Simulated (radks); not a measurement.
Q: These are the eigenvalues of the occupied orbitals of an atom or ion with whole-number occupations (hartree). All-electron calculation, scalar-relativistic Kohn-Sham, PBE, spin-polarised, spherical densities, finite nucleus; Fermi nuclear charge, rms radius of each element as measured or else 0.836 A^(1/3) + 0.57 fm. Program: a radial shooting solver on a logarithmic mesh with Libxc functionals.

orbital  eigenvalue
1s down   -1715.640
1s up     -1715.640
2s up     -280.7385
2s down   -280.7377
2p up     -250.4964
2p down   -250.4958
3s up     -61.88833
3s down   -61.82045
3p up     -52.43192
3p down   -52.36439
3d up     -39.61858
3d down   -39.56669
4s up     -12.73581
4s down   -12.56424
4p up      -9.62957
4p down    -9.45780
4d up      -5.27075
4d down    -5.09896
5s up      -2.11671
5s down    -2.01588
5p up      -1.36938
5p down    -1.29352
4f up      -0.62505

Which element is it, and in what charge state? The configuration may be excited. Open shells, if any, are filled with parallel spins first.

A: Z = 62, samarium, charge +2: Sm2+ in [Xe] 4f6. The list shows which subshells hold electrons but not how many an open one holds; the 1s level, -1715.6 hartree, gives Z - s = 58.6 by -(Z - s)^2/2, which with screening and relativity narrows Z to a few neighbours, and the depths of the outer levels then fix element, charge and occupations together.
